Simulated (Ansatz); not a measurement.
Total energies of `C[SiH](C)O[SiH](C)O[Si](C)(C)C` from Ansatz at PBE-D4/def2-SVP, gas phase (1 Eh = 27.2114 eV = 2625.5 kJ/mol). The reference geometry is relaxed at r2SCAN-D4/def2-SVP.

```
                 state                       geometry  energy (Eh)
      charge 0 singlet                      reference  -1258.35353
      charge 1 doublet                      reference  -1258.03682
     charge -1 doublet                      reference  -1258.27805
     charge -1 doublet  relaxed at r2SCAN-D4/def2-SVP  -1258.30658
 free C atom (triplet)                              –    -37.75124
free Si atom (triplet)                              –   -289.12416
 free O atom (triplet)                              –    -74.91467
 free H atom (doublet)                              –     -0.49863
```

Task: Work out the vertical ionisation energy to the doublet.

Result: E(charge 1 doublet) − E(charge 0 singlet) = -1258.03682 − (-1258.35353) = 0.31671 Eh = 8.62 eV. For comparison, −ε of the highest occupied level is 6.33 eV at this level, 2.29 eV less.

Task: Work out the vertical electron affinity, to the doublet.

Result: E(charge 0 singlet) − E(charge -1 doublet) = -1258.35353 − (-1258.27805) = -0.07548 Eh = -2.05 eV; negative, so the extra electron isn't bound. The basis lacks diffuse functions, which makes affinities too small.

Task: Give the fundamental gap IE − EA, the Mulliken electronegativity (IE + EA)/2 and the hardness (IE − EA)/2.

Result: From the values in Eh: IE − EA = 0.31671 − (-0.07548) = 0.39219 Eh = 10.67 eV; (IE + EA)/2 = 3.28 eV; (IE − EA)/2 = 5.34 eV. The HOMO–LUMO gap of the same run is 6.81 eV, 3.86 eV smaller than the fundamental gap.

Task: How much does the charge -1 doublet relax, and what is the adiabatic electron affinity?

Result: Relaxation: -1258.27805 − (-1258.30658) = 0.02853 Eh = 0.78 eV. Adiabatic electron affinity: -0.04695 Eh = -1.28 eV, without zero-point energy. 

Task: What is the binding energy per atom against free atoms?

Result: Atoms: 6 × (-37.75124) + 3 × (-289.12416) + 2 × (-74.91467) + 20 × (-0.49863) = -1253.68186 Eh. Binding: -1253.68186 − (-1258.35353) = 4.67167 Eh = 127.12 eV, or 4.10 eV for each of 31 atoms (no zero-point energy, no counterpoise term).

At PBE-D4/def2-SVP the gap within one spin of the charge 1 doublet nearly closes, so an electron or hole may be smeared out by delocalisation error. At PBE-D4/def2-SVP the highest occupied level of the charge -1 doublet lies above zero (up to 3.67 eV). By energy differences it is unbound by 2.05 eV (vertical, to the charge 0 singlet, at PBE-D4/def2-SVP) and held by the finite basis. At PBE-D4/def2-SVP the highest occupied level of the relaxed charge -1 doublet lies above zero (up to 1.82 eV). By energy differences, losing it releases 1.28 eV (each at its own geometry, to the charge 0 singlet, at PBE-D4/def2-SVP).
